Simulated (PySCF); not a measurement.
# Electron correlation in Ca¹⁸⁺ (calcium, charge +18)

1s2, closed-shell 1S. Computed with PySCF 2.14 in an even-tempered Gaussian basis (15 s from 15 bohr⁻², ratio 2.2; 7 p from 23 bohr⁻², ratio 2.4; 4 d from 70 bohr⁻², ratio 2.4; 3 f from 100 bohr⁻², ratio 2.4; 3 g from 160 bohr⁻², ratio 2.4), with the non-relativistic Hamiltonian (point nucleus). Frozen: nothing; 2 electrons correlated; the 11 highest virtual orbitals of each spin left out.

With two correlated electrons CCSD is exact within the correlated space (frozen core and kept virtual orbitals).

```
level  correlation energy (mhartree)
 CCSD                         -45.50
```

Diagnostics: T1 = 5.6e-06, D1 = 0.0000, largest double amplitude 0.002.

Cost of the coupled-cluster step: roughly 5 core-seconds, for 2 correlated electrons.

Iterations:

```
CC2 = 0
CCSD nocc = 1, nmo = 93
frozen orbitals [93, 94, 95, 96, 97, 98, 99, 100, 101, 102, 103]
max_cycle = 100
direct = 0
conv_tol = 1e-08
conv_tol_normt = 1e-06
diis_space = 8
diis_start_cycle = 0
Init t2, MP2 energy = -387.655793620623  E_corr(MP2) -0.0449130237559653
Init E_corr(CCSD) = -0.0449130237559653
cycle = 1  E_corr(CCSD) = -0.0454861215304923  dE = -0.000573097775  norm(t1,t2) = 0.000130487
cycle = 2  E_corr(CCSD) = -0.0455012315773908  dE = -1.51100469e-05  norm(t1,t2) = 3.75126e-06
cycle = 3  E_corr(CCSD) = -0.0455016342357132  dE = -4.02658322e-07  norm(t1,t2) = 1.17926e-07
cycle = 4  E_corr(CCSD) = -0.0455016336490859  dE = 5.86627344e-10  norm(t1,t2) = 9.65413e-10
CCSD converged
E(CCSD) = -387.6563822305166  E_corr = -0.04550163364908588
```
